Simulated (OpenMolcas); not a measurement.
Levels of neutral palladium by method

| Item | Value |
| --- | --- |
| Program | OpenMolcas 26.06 |
| Basis | ANO-RCC-VTZP [7s6p4d2f1g] |
| Scalar Hamiltonian | DKH2, point nucleus |
| Active space | 10 electrons in 6 orbitals (4d 5s) |
| State averaging | 2S+1 = 1 even, 20 roots; 2S+1 = 3 even, 15 roots kept (CI in the orbitals of an earlier block) |
| Spin-orbit coupling | RASSI with atomic mean-field integrals over the reference wave functions, term energies averaged over their components |

Methods on the same reference wave functions:
A. CASSCF
B. XMS-CASPT2, IPEA 0.25 Eh, imaginary shift 0.1 Eh (closed shells correlated: 4s 4p)

Energies in cm-1 above 4d10 1S0, the measured ground level; measured values from NIST Handbook of Basic Atomic Spectroscopic Data.

| Level | A | B | Measured |
| --- | --- | --- | --- |
| 4d9 5s 3D3 | -27501 | 18330 | 6564 |
| 4d9 5s 3D2 | -26152 | 19470 | 7755 |
| 4d9 5s 3D1 | -23953 | 21870 | 10094 |
| 4d9 5s 1D2 | -21619 | 23460 | 11722 |
| 4d8 5s2 3F4 | -14319 | 35060 | 25101 |
| 4d8 5s2 3F3 | -11382 | 38010 | 28214 |
| 4d8 5s2 3F2 | -9722 | 39530 | 29711 |
| 4d10 1S0 | 0.0 | 0.0 | 0.0 |

A puts 4d9 5s 3D3 lowest.

Deviations, from unrounded energies. A percentage is the sum of absolute deviations over the sum of measured energies, with the sign that they share, or ± where signs differ.

| Against measurement | Levels | A | B |
| --- | --- | --- | --- |
| mean absolute deviation (cm-1) | 7 | 36000 | 11000 |
| other configurations (%) | 7 | -213.0 | +64.3 |

B lies closest to measurement on these levels. The largest miss of B in the table is 4d9 5s 3D1, by +12000 cm-1. The ranking rests on the paired levels alone, and a cruder setting can come out closer through cancelling errors.

The lowest spin-free term lies below A's lowest term by 0.753 hartree in B.

Term energies are means over components that CASPT2 splits; among the terms shown or strongly mixed into the levels shown the widest spread is 680 cm-1 (4d8 5s2 3F, B). Over all roots computed the reference weight is 0.78 to 0.87 in B; the roots of lowest weight are the least certain, and an intruder state may touch them. Terms from blocks run as CI alone lack orbitals of their own. A single d shell beside an s shell can misplace configurations of different d count against each other. Without dynamic correlation excited terms often stand tens of per cent too high (terms of higher spin than the ground term too low), and those without a measured partner can miss by more than the paired ones (holds for A). The lowest computed level is not the ground level that NIST lists (1S0) (holds for A). Measured partners are found by configuration, term and J. A level has none where our copy of the source lacks it or the pairing is in doubt (some pairs that miss far off the trend of their configuration count as doubtful), and it then counts in no deviation. Where the source uses jj or jK labels, the order within each J decides. Levels of configurations outside the active space are missing. The table leaves out levels that lie high or whose names do not pair safely across all columns.
